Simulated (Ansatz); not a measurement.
Calculated with Ansatz (gas phase, PBE0-D4/def2-TZVP geometries, no zero-point term in ΔE). CCSD(T)/CBS is the MP2 limit (def2-TZVPP, def2-QZVPP) plus CCSD(T) − MP2 in def2-TZVPP, frozen cores. Functionals use def2-TZVPP. B3LYP here is the variant with VWN-RPA as its local correlation; programs differ in this. For Ge outer-core shells are correlated without core-valence functions, which leaves a few kJ/mol of doubt a bond. Scalar relativity is left out up to krypton. One conformer a species, not always the lowest.

Consider the cleavage of the B–Ge bond: `N[BH][GeH3]` + `CBN` → `CBNBN` + GeH₄.

```json
{"level": "revPBE-D4", "ΔE (kJ/mol)": "-73.8", "difference from CCSD(T)/CBS": "4.6"}
{"level": "ωB97X-V", "ΔE (kJ/mol)": "-81.2", "difference from CCSD(T)/CBS": "-2.8"}
{"level": "B2PLYP", "ΔE (kJ/mol)": "-82.1", "difference from CCSD(T)/CBS": "-3.7"}
{"level": "B3LYP", "ΔE (kJ/mol)": "-80.4", "difference from CCSD(T)/CBS": "-2.0"}
{"level": "r2SCAN0", "ΔE (kJ/mol)": "-82.6", "difference from CCSD(T)/CBS": "-4.2"}
{"level": "LC-ωPBE", "ΔE (kJ/mol)": "-78.0", "difference from CCSD(T)/CBS": "0.4"}
{"level": "HF/def2-SVP", "ΔE (kJ/mol)": "-103.9", "difference from CCSD(T)/CBS": "-25.5"}
{"level": "HF/def2-TZVPP", "ΔE (kJ/mol)": "-96.5", "difference from CCSD(T)/CBS": "-18.1"}
{"level": "MP2/def2-TZVPP", "ΔE (kJ/mol)": "-82.4", "difference from CCSD(T)/CBS": "-4.0"}
{"level": "SCS-MP2/def2-TZVPP", "ΔE (kJ/mol)": "-83.3", "difference from CCSD(T)/CBS": "-4.9"}
{"level": "CCSD(T)/CBS", "ΔE (kJ/mol)": "-78.4", "difference from CCSD(T)/CBS": "0"}
```

Largest T1 diagnostic among the species: 0.013.

At CCSD(T), def2-SVP lies −13.2 kJ/mol from the extrapolated value and def2-TZVPP −1.4 kJ/mol. From BLYP to BHLYP (50 % exact exchange), in def2-TZVPP and without D4, ΔE moves by −12.7 kJ/mol.
